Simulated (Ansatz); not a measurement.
`N[SiH2]S[SiH](N)F` + `C=N` → `C=N[SiH](N)F` + `N[SiH2]S`  (ligand exchange at the Si–S bond)

Computed with Ansatz on PBE0-D4/def2-TZVP structures; ΔE is electronic, products minus reactants. CCSD(T)/CBS adds triple-zeta CCSD(T) − MP2 to the extrapolated MP2 energy (def2 sets, frozen cores). This one scheme is used for every species. Functionals use def2-TZVPP. B3LYP here is the variant with VWN-RPA as its local correlation; programs differ in this. One conformer a species, not always the lowest.

CCSD(T)/CBS gives +28.3 kJ/mol.

(1) Another level gave +14.1 kJ/mol. Which?
A. HF/def2-TZVPP
B. ωB97M-V/def2-TZVPP
C. PBE0-D4/def2-TZVPP
D. B3LYP/def2-TZVPP

Largest T1 diagnostic among the species: 0.012.

## Answers

(1) D. B3LYP 14.1, PBE0-D4 34.7, ωB97M-V 28.2, HF/def2-TZVPP 5.3 kJ/mol.

In def2-TZVPP, CCSD(T) changes the Hartree–Fock value by +23.0 kJ/mol (the triples alone add +4.4 kJ/mol) and MP2 by +25.1 kJ/mol. The D4 term adds +12.8 kJ/mol with B3LYP and +7.3 kJ/mol with PBE0; it sums over pairs of atoms, weighted by their polarisabilities, and B3LYP, whose exchange is more repulsive, gets the larger term.

CCSD(T)/CBS has its own doubt, a few kJ/mol and more with outer-core shells, so smaller differences from it don't rank the levels.
